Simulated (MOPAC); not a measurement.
Input for MOPAC: PM6 on H4SeSi (SMILES [SiH3][SeH]), a point of a torsion scan.

```
PM6 1SCF PRECISE CHARGE=0 THREADS=1
H4SeSi

Si    -0.63211100 1     0.02831419 1     0.01854036 1
Se     1.51484027 1     0.81419126 1    -0.07429557 1
H     -0.74419122 1    -0.71670877 1     1.26493869 1
H     -1.51102546 1     1.19026439 1    -0.00648003 1
H     -0.82335716 1    -0.82331903 1    -1.14824584 1
H      1.95502724 1     0.25842268 1     1.17097390 1
```

The log:

```
*******************************************************************************
 **                                                                           **
 **                              MOPAC v23.2.5                                **
 **                                                                           **
 *******************************************************************************
 ** MOPAC's Digital Object Identifier: https://doi.org/10.5281/zenodo.6511958 **
 **                                                                           **
 ** Please cite the open-source release paper for use of this MOPAC version:  **
 ** J. E. Moussa and J. J. P. Stewart (2026)                                  **
 ** MOPAC: An open-source semiempirical molecular orbital program             **
 ** J. Open Source Softw., 11(119), 8025, https://doi.org/10.21105/joss.08025 **
 *******************************************************************************

                              PM6 CALCULATION RESULTS

 *******************************************************************************
 *  PM6        - The PM6 Hamiltonian to be used
 *
 *
 *
 *                 CHARGE ON SYSTEM = 0
 *
 *
 *
 *  PRECISE    - TIGHTER CRITERIA TO BE USED
 *  1SCF       - DO 1 SCF AND THEN STOP
 *  THREADS=1  - MULTI-THREADING NOT USED
 *  T=         - A TIME OF 172800.0 SECONDS REQUESTED
 *  DUMP=N     - RESTART FILE WRITTEN EVERY 7200.0 SECONDS REQUESTED
 *******************************************************************************
PM6 1SCF PRECISE CHARGE=0 THREADS=1
 H4SeSi

   ATOM   CHEMICAL          X               Y               Z
  NUMBER   SYMBOL      (ANGSTROMS)     (ANGSTROMS)     (ANGSTROMS)

     1      Si         -0.63211100  *   0.02831419  *   0.01854036  *
     2      Se          1.51484027  *   0.81419126  *  -0.07429557  *
     3       H         -0.74419122  *  -0.71670877  *   1.26493869  *
     4       H         -1.51102546  *   1.19026439  *  -0.00648003  *
     5       H         -0.82335716  *  -0.82331903  *  -1.14824584  *
     6       H          1.95502724  *   0.25842268  *   1.17097390  *



          CARTESIAN COORDINATES

    NO.       ATOM           X           Y           Z

     1        Si         -0.6321      0.0283      0.0185
     2        Se          1.5148      0.8142     -0.0743
     3         H         -0.7442     -0.7167      1.2649
     4         H         -1.5110      1.1903     -0.0065
     5         H         -0.8234     -0.8233     -1.1482
     6         H          1.9550      0.2584      1.1710

 General Reference for PM6:
 "Optimization of Parameters for Semiempirical Methods V: Modification of NDDO Approximations
 and Application to 70 Elements", J. J. P. Stewart, J. Mol. Mod., 13, 1173-1213 (2007)
 URL: https://link.springer.com/article/10.1007/s00894-007-0233-4

           Empirical Formula: H4 Si Se  =     6 atoms



      MOLECULAR POINT GROUP   :   Cs


      RHF CALCULATION, NO. OF DOUBLY OCCUPIED LEVELS = 7


 -------------------------------------------------------------------------------
 PM6 1SCF PRECISE CHARGE=0 THREADS=1
 H4SeSi



     1SCF WAS SPECIFIED, SO BFGS WAS NOT USED
     SCF FIELD WAS ACHIEVED


                              PM6 CALCULATION
                                                       MOPAC v23.2.5 Linux




          FINAL HEAT OF FORMATION =          1.45689 KCAL/MOL =       6.09561 KJ/MOL


          COSMO AREA              =        106.99 SQUARE ANGSTROMS
          COSMO VOLUME            =         95.53 CUBIC ANGSTROMS

          IONIZATION POTENTIAL    =          8.947880 EV
          HOMO LUMO ENERGIES (EV) =         -8.948 -1.001
          NO. OF FILLED LEVELS    =          7
          MOLECULAR WEIGHT        =        111.0771         POINT GROUP:  Cs

          MOLECULAR DIMENSIONS (Angstroms)

            Atom       Atom       Distance
            H     6    H     5     3.77735
           Se     2    H     3     2.75822
            H     6    H     4     2.25996


          SCF CALCULATIONS        =          1





   ATOM   CHEMICAL          X               Y               Z
  NUMBER   SYMBOL      (ANGSTROMS)     (ANGSTROMS)     (ANGSTROMS)

     1      Si         -0.63211100  *   0.02831419  *   0.01854036  *
     2      Se          1.51484027  *   0.81419126  *  -0.07429557  *
     3       H         -0.74419122  *  -0.71670877  *   1.26493869  *
     4       H         -1.51102546  *   1.19026439  *  -0.00648003  *
     5       H         -0.82335716  *  -0.82331903  *  -1.14824584  *
     6       H          1.95502724  *   0.25842268  *   1.17097390  *

                             CARTESIAN COORDINATES

   1   Si       -0.632111000     0.028314190     0.018540360
   2   Se        1.514840270     0.814191260    -0.074295570
   3    H       -0.744191220    -0.716708770     1.264938690
   4    H       -1.511025460     1.190264390    -0.006480030
   5    H       -0.823357160    -0.823319030    -1.148245840
   6    H        1.955027240     0.258422680     1.170973900


           Empirical Formula: H4 Si Se  =     6 atoms



      MOLECULAR POINT GROUP   :   Cs


                  EIGENVALUES
 -23.46613 -19.25277 -14.40879 -12.26614 -11.85397 -10.96073  -8.94788  -1.00112
   0.52952   0.69781   1.05036   1.21179   1.35455   2.27521   3.57060   4.33672
   4.44568


              NET ATOMIC CHARGES AND DIPOLE CONTRIBUTIONS

  ATOM NO.   TYPE          CHARGE      No. of ELECS.   s-Pop       p-Pop       d-Pop
    1         Si           0.148162        3.8518     1.22473     2.06802     0.55908
    2         Se          -0.166792        6.1668     1.99088     4.17591
    3          H          -0.024023        1.0240     1.02402
    4          H          -0.020544        1.0205     1.02054
    5          H          -0.020545        1.0205     1.02054
    6          H           0.083742        0.9163     0.91626
 DIPOLE           X         Y         Z       TOTAL
 POINT-CHG.    -0.561    -0.482     0.512     0.899
 HYBRID         0.167    -0.114     0.302     0.363
 SUM           -0.394    -0.596     0.814     1.083


          ATOMIC ORBITAL ELECTRON POPULATIONS

     Atom    s        px        py        pz      x^2-y^2     xz        z^2       yz        xy
    1 Si   1.22473   0.62517   0.71598   0.72687   0.06976   0.02557   0.12995   0.17419   0.15961
    2 Se   1.99088   1.29823   1.63989   1.23779
    3  H   1.02402
    4  H   1.02054
    5  H   1.02054
    6  H   0.91626

 **********************
 *                    *
 * JOB ENDED NORMALLY *
 *                    *
 **********************




 == MOPAC DONE ==
```

The run finished.

Cost: roughly 0.020 core-seconds.
